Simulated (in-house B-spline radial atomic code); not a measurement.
Ionising the technetium ion Tc⁴⁺ with different functionals

Computed with a radial B-spline atomic code at the basis-set limit: non-relativistic Hamiltonian, point nucleus, spin-polarised at highest spin, spherical fractional occupations for the functionals, and exact exchange of hybrids averaged over the configuration. The ionisation energy is the difference of two self-consistent energies, [Kr] 4d3 → [Kr] 4d2, without Breit or QED terms; ε is the level of the shell that loses the electron (its least bound occupied spin orbital). There is no spin-orbit coupling in this Hamiltonian.

```tsv
method	rung	ΔSCF (eV)	-ε(4d) (eV)
PBE0	global hybrid	58.22	52.85
B3LYP	global hybrid	58.16	52.36
TPSSh	global hybrid	58.14	51.57
M06-2X	global hybrid	57.87	54.80
BHandHLYP	global hybrid	57.97	54.61
r2SCAN0	global hybrid	58.27	52.98
B97-1	global hybrid	57.99	52.28
HSE06	range-separated hybrid	58.19	52.42
wB97X	range-separated hybrid	57.87	55.16
CAM-B3LYP	range-separated hybrid	?	?
LC-wPBE	range-separated hybrid	?	?
```

(1) What does LC-wPBE give?

(2) What does CAM-B3LYP give?

(3) Among the functionals, which spreads more, the ΔSCF values or the orbital energies?

(4) How do they compare with the NIST value?

## Answers

(1) ΔSCF 58.22 eV, and -ε(4d) = 55.80 eV.

(2) ΔSCF 58.11 eV, and -ε(4d) = 54.24 eV.

(3) The orbital energies: ΔSCF values span about 0.40 eV and the orbital energies 4.23 eV; here energy differences depend much less on the functional than eigenvalues do.

(4) NIST lists 57 eV ± 1.9 (tabulated theory, ground level to ground level). Errors run from +0.87 to +1.27 eV; all lie within about twice that uncertainty, so the table can't rank the methods.
